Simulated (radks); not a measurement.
Values are calculated unless marked as measured or tabulated.
Coulomb parameter of the 4f shell of the gadolinium ion Gd+ in the model configuration [Xe] 4f7 5d1 6s1, as a second difference U = [E(n + 0.25) + E(n - 0.25) - 2 E(n)] / (0.25)^2 with all orbitals relaxed. "Bare": the charge of the atom changes with n. "Screened": the 6s shell takes up the change at fixed total charge, which measures U(4f,4f) + U(6s,6s) - 2 U(4f,6s). Code: a radial shooting solver on a logarithmic mesh with Libxc functionals. Model: Dirac Kohn-Sham, BLYP, spin-unpolarised, spherical densities, finite nucleus; open shells are shared between the two j in proportion to 2j + 1; Fermi nuclear charge, rms radius 5.1569 fm.

case                     configuration  E - E(n) (eV)
start                 [Xe] 4f7 5d1 6s1          0.000
bare +0.25         [Xe] 4f7.25 5d1 6s1         -3.231
bare -0.25         [Xe] 4f6.75 5d1 6s1          4.193
screened +0.25  [Xe] 4f7.25 5d1 6s0.75         -1.164
screened -0.25  [Xe] 4f6.75 5d1 6s1.25          1.608

U(bare) = 15.394 eV, U(screened by 6s) = 7.096 eV, against the Slater integral F0(4f,4f) = 29.269 eV with frozen orbitals.
